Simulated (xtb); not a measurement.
A geometry relaxed with GFN2-xTB in xtb, charge 0, multiplicity 1:

```xyz
11

C     -1.5671    -0.4109    -0.5913
H      2.7410     0.6748     1.0257
H     -1.7623    -1.1988     0.1313
H     -0.8596     1.4700     1.2532
Si     1.7210    -0.2453     0.5161
Si    -0.2780     0.8228     0.0664
H     -2.5138     0.0759    -0.8079
H      2.3018    -0.8868    -0.6681
H      1.5857    -1.3053     1.5208
H     -1.2262    -0.8855    -1.5075
H     -0.1425     1.8890    -0.9388
```

**Question.** Write the SMILES of this molecule.

**Answer.** `C[SiH2][SiH3]`
